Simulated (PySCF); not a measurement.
F2OS, charge +1, doublet, at a GFN2-xTB geometry (a state made from the parent by changing its charge; the spin is typed, not shown lowest). Base run: M062X/6-31G* (PySCF).

PySCF was given this input:
```python
from pyscf import gto, scf, dft

mol = gto.Mole()
mol.atom = '''
    O     1.41277745   -0.15274416   -0.32845099
    S     0.17532783   -0.00614867    0.32891486
    F    -0.66462846    1.26381023   -0.18763295
    F    -0.90286763   -1.11710668   -0.10514814
'''
mol.basis = '6-31g*'
mol.charge = 1
mol.spin = 1
mol.verbose = 4
mol.build()

mf = dft.UKS(mol)
mf.xc = 'm062x'
mf.kernel()
mf.analyze()
```

Each row names what was changed in the base input (with any setting that the change needs).

```csv
change,E (Eh),HOMO (eV),<S^2>,core-seconds (rough)
base,-672.44914,-20.20,0.761,10
functional = hse06,-672.22353,-18.39,0.760,20
functional = pbe0,-672.18183,-18.80,0.760,6
functional = blyp,-672.58123,-16.76,0.753,5
functional = wb97x,-672.51149,-21.19,0.762,10
functional = pw6b95,-673.18834,-18.92,0.759,10
functional = x3lyp,-672.46833,-18.53,0.759,7
functional = b3lyp5,-672.43542,-18.36,0.758,6
"functional = pw91,pw91",-672.52004,-16.98,0.753,7
functional = b97-1,-672.47254,-18.40,0.758,6
functional = lc_wpbe,-672.30492,-21.53,0.763,10
functional = pbe; dispersion = d3zero,-672.17878,-16.90,0.753,7
functional = b3lyp,-672.59234,-18.45,0.758,8
```

Total energies compare only within one method and basis.

Open shells are given as the SCF converged; they aren't shown to be the lowest states, and a large step between rows can be another state.
